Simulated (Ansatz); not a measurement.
Geometry optimisation, Ansatz 0.2.0, UKS PBE0/6-31G*.

Input:

```yaml
crystal:
  periodic: [false, false, false]
  atoms:
    - { symbol: B, position_ang: [0.0, 0.0, 0.0] }
    - { symbol: H, position_ang: [0.0, 0.0, 1.44] }
    - { symbol: F, position_ang: [1.1431, 0.0, -0.66] }
    - { symbol: F, position_ang: [-1.1431, 0.0, -0.66] }
    - { symbol: F, position_ang: [0.0, 0.0, 2.66] }
magnetization:
  spin_polarized: true
  initial_magnetization: 1
basis:
  gaussian: { orbitals: "6-31G*" }
hamiltonian:
  xc: pbe0
relax:
  f_tol: 0.15
  max_steps: 25
  restrain:
    - { distance: [1, 4], at: 0.92, k: 30.0 }
    - { distance: [0, 1], at: 2.39, k: 30.0 }
output:
  orbitals: {}
```

Run as:

```bash
$ ansatz run input.yaml --threads 1 --pin off --max-ram 2048MiB --backend cpu --events-out ev --progress --plain --runs-dir out
```

Question: Where does it end, and by what steps?

Answer: The forces met the threshold. The restraints hold the end off the free minimum; the threshold counts their pulls, which the force column leaves out. Restrained pairs: H2–F5 (1.22 → 0.93 Å), B1–H2 (1.44 → 2.39 Å). After 6 steps the energy has fallen by 0.471 eV (the restraints' own energy left out); H2 moved furthest, 0.76 Å.

| step | energy less start (eV) | largest force component (eV/Å) | accepted |
| --- | --- | --- | --- |
| 0 | 0.0000 | 1.708 | yes |
| 1 | -0.3128 | 2.182 | yes |
| 2 | 0.1121 | 7.475 | yes |
| 3 | -0.3619 | 1.533 | yes |
| 4 | -0.2448 | 2.250 | yes |
| 5 | -0.4486 | 0.517 | yes |
| 6 | -0.4707 | 0.279 | yes |

```xyz
5
Properties=species:S:1:pos:R:3
B 0.000 0.104 -0.277
H 0.000 0.388 2.091
F 1.142 -0.098 -0.879
F -1.142 -0.101 -0.878
F -0.001 -0.293 2.724
```

Time of the run: 14 s on 1 thread of Arm Neoverse V2, on a shared host, peak memory 0.13 GiB.
